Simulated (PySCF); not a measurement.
**Se: excitation energy**

Se [Ar] 3d10 4s2 4p4 (3P) → Se [Ar] 3d10 4s2 4p3 4d1 (5D), as a difference of total energies. All numbers are calculated (PySCF 2.14, scalar relativity by spin-free X2C-1e, in x2c-QZVPPall with one added diffuse shell each of s, p, d, f type (12s9p6d5f1g, 113 functions)). Correlated levels: valence: [Ar] 3d10 frozen; valence and next inner shell: [Ne] frozen. The calculations carry no spin-orbit coupling.

```json
{"method": "UHF", "excitation energy (cm⁻¹)": "61359"}
{"method": "LDA", "excitation energy (cm⁻¹)": "66584"}
{"method": "PBE0", "excitation energy (cm⁻¹)": "65213"}
{"method": "HSE06", "excitation energy (cm⁻¹)": "65490"}
{"method": "BLYP", "excitation energy (cm⁻¹)": "66251"}
{"method": "TPSSh", "excitation energy (cm⁻¹)": "65782"}
{"method": "MP2 (valence)", "excitation energy (cm⁻¹)": "65798"}
{"method": "SCS-MP2 (valence)", "excitation energy (cm⁻¹)": "67399"}
{"method": "MP2 (valence and next inner shell)", "excitation energy (cm⁻¹)": "66589"}
{"method": "SCS-MP2 (valence and next inner shell)", "excitation energy (cm⁻¹)": "67919"}
```

Q: Estimate what PBE gives.

A: 64445 cm⁻¹, closest to PBE0 among the rows shown.

Q: Estimate what r2SCAN gives.

A: 66367 cm⁻¹, closest to BLYP among the rows shown.

Errors of the correlated levels include the incompleteness of this basis and the frozen core.

The promoted electron is Rydberg-like, and one or two diffuse shells describe it only roughly, which tends to raise the upper state.

In the upper state the promoted electron has a positive orbital energy at LDA, PBE, PBE0, r2SCAN, HSE06, BLYP, TPSSh, so the basis confines it.

For comparison: 62433 cm⁻¹ (measured; NIST levels, between the centres of gravity of the two terms).
